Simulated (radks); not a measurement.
Values are calculated unless marked as measured or tabulated.
Excited configurations of neutral molybdenum: one electron is placed in a higher orbital outside [Kr] 4d5. The ground configuration is [Kr] 4d5 5s1. Level of theory: scalar-relativistic Kohn-Sham, PBEsol, spin-unpolarised, spherical densities, point nucleus (a radial shooting solver on a logarithmic mesh with Libxc functionals). Excitation = E - E(ground); binding = E(ion) - E, where the ion is the core of charge +1; n* = 1/sqrt(2 binding) in atomic units, and the quantum defect is n - n*.

| outer orbital | excitation (eV) | binding (eV) | n* | quantum defect | eigenvalue (eV) | <r> (bohr) |
|---|---|---|---|---|---|---|
| 4f | 6.002 | 0.903 | 3.881 | 0.119 | -0.428 | 17.44 |
| 5d | 5.386 | 1.519 | 2.993 | 2.007 | -0.714 | 10.86 |
| 5f | 6.282 | 0.623 | 4.672 | 0.328 | -0.360 | 29.56 |
| 6s | 4.618 | 2.287 | 2.439 | 3.561 | -1.351 | 9.363 |
| 6p | 5.235 | 1.670 | 2.855 | 3.145 | -0.956 | 12.06 |
| 6d | 5.963 | 0.942 | 3.801 | 2.199 | -0.533 | 20.50 |
| 6f | 6.454 | 0.450 | 5.496 | 0.504 | -0.281 | 44.38 |
| 7s | 5.682 | 1.223 | 3.335 | 3.665 | -0.757 | 17.82 |
| 7p | 5.931 | 0.973 | 3.738 | 3.262 | -0.601 | 21.66 |
| 7f | 6.565 | 0.340 | 6.325 | 0.675 | -0.223 | 62.26 |

The Delta-SCF ionisation energy is 6.905 eV (NIST Atomic Spectra Database: 7.092 eV, measured). Self-interaction in the functional shifts the binding energies and quantum defects, so they are the method's values and not measured ones. Spin polarisation and multiplet splitting are left out, so open shells lie too high by an amount that depends on their filling.

Beside tabulated values, note that spin-unpolarised runs miss the spin-polarisation part of the exchange energy of open shells.
